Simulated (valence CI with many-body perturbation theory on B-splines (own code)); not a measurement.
**Hyperfine factors and g values of Er46+**

Calculated by relativistic CI+MBPT: four valence electrons over a frozen Dirac-Fock core [Ar], radial functions for each j: 7 s, 7 p, 8 d, 6 f, 4 g, 1 h, with the one-electron correlation potential Σ1, the two-electron term Σ2, the three-electron term Σ3, Breit, model QED; selected CI, second order for the rest, scaled by the run's own slope (own B-spline code, finite nucleus).

No measured spectrum was set against this ion. As an estimate, large intervals hold to a few tenths of a per cent, small ones and those within an open d or f shell to about a per cent. Excitations out of the core, of the other parity, are not computed and may begin above about 214 eV (a cautious bound); beyond it only levels of the ground parity were kept, without lifetimes. Only levels of the ground parity were solved; by the run's estimate the other parity begins above the list, which can be wrong where configurations are misplaced.

A/g_I is the dipole constant over the nuclear g factor μ/I (μ in nuclear magnetons, uniformly magnetised nucleus), B/Q the quadrupole constant per barn. Both hold the static response of the core; the bare values leave it out. Large factors of s and p1/2 electrons are usually good to 5 to 10 %; those of open d and f shells near neutrality can be off by tens of per cent, and small factors of p3/2, d and f electrons come from cancelling terms and can be off by a factor of two or in sign, in half-filled shells by more. B is blank for J = 1/2, where it vanishes, and for nearly pure S terms. Energies count from the lowest level. Levels with J = 0 are left out.

Levels are named by their leading jj configuration (3d3/2^4 stands for four electrons in 3d with j = 3/2), which in mixed levels can hold well under half, so a name can repeat and another be missing. Letters in brackets count levels of one name in rising energy.

```
                    Level  E (cm⁻¹)      g  A/g_I (MHz)  A/g_I bare  B/Q (MHz/b)  B/Q bare
      (3d3/2^3 3d5/2) J=1    328200  1.492        -4390       -3180        14600     14700
      (3d3/2^3 3d5/2) J=4    416440  1.072        46000       46200         4220      4160
      (3d3/2^3 3d5/2) J=2    430320  1.229        29600       30200        36800     37200
      (3d3/2^3 3d5/2) J=3    457200  1.140        40600       41000        28600     28900
(3d3/2^2 3d5/2^2) J=2 [a]    730970  1.227        16100       16700        26300     26600
(3d3/2^2 3d5/2^2) J=4 [a]    741140  1.147        37000       37400       -17100    -17400
(3d3/2^2 3d5/2^2) J=3 [a]    755740  1.157        31000       31500         6010      6070
    (3d3/2^2 3d5/2^2) J=5    785220  1.078        42100       42300        37900     38300
    (3d3/2^2 3d5/2^2) J=6    806600  1.072        44600       44900        46700     47300
    (3d3/2^2 3d5/2^2) J=1    816390  1.102        48000       48300         5110      5150
(3d3/2^2 3d5/2^2) J=4 [b]    845380  1.028        48000       48100       -13600    -13800
(3d3/2^2 3d5/2^2) J=3 [b]    845460  1.081        47200       47400        11100     11200
(3d3/2^2 3d5/2^2) J=2 [b]    858150  1.088        42700       43000        16900     17200
(3d3/2^2 3d5/2^2) J=2 [c]    947940  0.982        58400       58400        -4720     -4800
(3d3/2^2 3d5/2^2) J=4 [c]    984940  1.193        32400       32900        72500     73500
(3d3/2^2 3d5/2^2) J=2 [d]   1071600  1.159        39700       40100       -19800    -20100
  (3d3/2 3d5/2^3) J=4 [a]   1140200  1.146        31500       31900       -36200    -36600
  (3d3/2 3d5/2^3) J=3 [a]   1148000  1.173        25200       25700         2450      2520
  (3d3/2 3d5/2^3) J=1 [a]   1184900  0.958        42700       42700        19600     19800
      (3d3/2 3d5/2^3) J=5   1189200  1.136        36500       36900       -25500    -25800
      (3d3/2 3d5/2^3) J=6   1195200  1.076        41600       41800        52000     52700
  (3d3/2 3d5/2^3) J=2 [a]   1250600  1.059        46500       46700        36500     36900
  (3d3/2 3d5/2^3) J=3 [b]   1265200  1.088        40700       41000        12200     12400
  (3d3/2 3d5/2^3) J=3 [c]   1371800  1.055        45100       45400        59200     59900
  (3d3/2 3d5/2^3) J=1 [b]   1375700  1.413         9530       10600       -29200    -29500
  (3d3/2 3d5/2^3) J=4 [b]   1379400  1.043        45600       45800        52100     52800
  (3d3/2 3d5/2^3) J=2 [b]   1409900  1.106        40700       41000       -70600    -71500
            (3d5/2^4) J=4   1596800  1.156        30700       31100       -50800    -51400
            (3d5/2^4) J=2   1677800  1.077        32900       33200        31500     31900
```

Problem. Take the isotope of mass number 167, with I = 7/2, μ = -0.5623 μN and Q = 3.57 b. What is the hyperfine structure of (3d3/2^2 3d5/2^2) J=4 [a]?

Solution. From the table A = -5940 MHz, B = -61200 MHz. Shifts from the centre of gravity in MHz: F = 1/2: 73900, F = 3/2: 72700, F = 5/2: 69200, F = 7/2: 61000, F = 9/2: 44800, F = 11/2: 16400, F = 13/2: -29300, F = 15/2: -98500.
